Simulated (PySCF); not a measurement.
# Broadened absorption spectrum of C11H20AlP

Species: C11H20AlP.
SMILES: `[CH3][Al-]([CH3])([CH3])[P+](C)(C)c1ccccc1`

Computed with TDDFT PBE0/def2-SVPD, vertical, gas phase, core orbitals frozen in the response (PySCF). Isolated species at its PBE0-D3(BJ)/def2-SVP geometry (one conformer only). Torsions of this conformer, `[CH3:1][Al-:2]([CH3:3])([CH3:4])[P+:5]([CH3:6])([CH3:7])[c:8]1[cH:9][cH:10][cH:11][cH:12][cH:13]1`: C1–Al2–P5–C6 -59°, Al2–P5–C8–C9 54°.

Computed states:

| state | E (eV) | f |
| --- | --- | --- |
| S1 | 4.90 | 0.0025 |
| S2 | 4.98 | 0.031 |
| S3 | 5.15 | 0.086 |
| S4 | 5.17 | 0.065 |
| S5 | 5.26 | 0.0002 |
| S6 | 5.35 | 0.0017 |
| S7 | 5.80 | 0.030 |
| S8 | 6.06 | 0.040 |
| S9 | 6.11 | 0.032 |
| S10 | 6.16 | 0.0043 |

Broadening: Gaussians 0.3 eV wide at half height, area fixed by f = 4.319×10⁻⁹ ∫ε dν̃. The cross-section is σ = 3.8235×10⁻²¹ ε cm², given in Mb (10⁻¹⁸ cm²). The width is an assumption, not a result. The curve ends short of the highest state used, and states not computed would add to its high-energy end.

(1) What does the envelope look like, and where are its maxima?

(2) On this curve, what absorbance would a 10⁻⁴ mol/L sample give at 254 nm over a 1 cm path?

(3) Coming from long wavelengths, where does ε first pass 100 L mol⁻¹ cm⁻¹?

Results:

(1) 
| λ (nm) | σ (Mb) |
| --- | --- |
| 223.2 | 2.14 |
| 224.8 | 2.14 |
| 226.3 | 3.05 |
| 227.9 | 5.29 |
| 229.5 | 9.17 |
| 231.1 | 14.94 |
| 232.7 | 22.53 |
| 234.2 | 30.82 |
| 235.8 | 39.92 |
| 237.4 | 48.00 |
| 239.0 | 53.77 |
| 240.6 | 56.39 |
| 242.1 | 55.78 |
| 243.7 | 52.26 |
| 245.3 | 46.62 |
| 246.9 | 39.85 |
| 248.4 | 33.27 |
| 250.0 | 26.63 |
| 251.6 | 20.73 |
| 253.2 | 15.73 |
| 254.8 | 11.64 |
| 256.3 | 8.57 |
| 257.9 | 6.01 |
| 259.5 | 4.10 |
| 261.1 | 2.71 |
| 262.7 | 1.73 |
| 264.2 | 1.10 |
| 265.8 | 0.66 |
| 267.4 | 0.38 |
| 269.0 | 0.21 |
| 270.6 | 0.11 |
| 272.1 | 0.06 |
| 273.7 | 0.03 |
| 275.3 | 0.02 |
| 276.9 | 0.01 |
| 278.4 | 0.00 |

Maxima: 241 nm (5.14 eV), ε about 15000, made up of S3 (52%) and S4 (39%) (ε in L mol⁻¹ cm⁻¹; maxima over ε = 5, shares over 10%). At its high-energy end, 5.56 eV, the curve is still rising (ε about 580, from S4 and S7).

(2) 254 nm is 4.881 eV, where ε is about 3500 L mol⁻¹ cm⁻¹, so A = ε c l ≈ 0.35 (Beer–Lambert, with the gas-phase spectrum and the assumed width).

(3) At about 267 nm (4.64 eV), 0.27 eV below S1.

Time: 6.1 min wall; peak memory 2.5 GiB. Hardware: Arm Neoverse V1, one thread, shared host with 32 logical CPUs at a one-minute load of 7.4.
